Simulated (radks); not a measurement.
Species: Cu3+. Configuration: [Ar] 3d(up 4, down 4) (spins set by hand, not the high-spin state). All-electron calculation, scalar-relativistic Kohn-Sham, PBE, spin-polarised, spherical densities, point nucleus. Program: a radial shooting solver on a logarithmic mesh with Libxc functionals. Some entries of the table are withheld. Estimate them.

orbital  occ.  eigenvalue (hartree)  <r> (bohr)  <1/r> (bohr^-1)
1s          2             -326.9892     0.05213            29.16
2s          2             -40.78274      0.2352            6.328
2p          6             -35.43330      0.2064            6.209
3s          2                   (1)         (2)            2.014
3p          6                   (3)         (4)              (5)
3d          8              -1.79749      0.8563              (6)

Answer. 
(1) 3s eigenvalue (hartree): -5.90522
(2) 3s <r> (bohr): 0.7053
(3) 3p eigenvalue (hartree): -4.32925
(4) 3p <r> (bohr): 0.7364
(5) 3p <1/r> (bohr^-1): 1.868
(6) 3d <1/r> (bohr^-1): 1.528
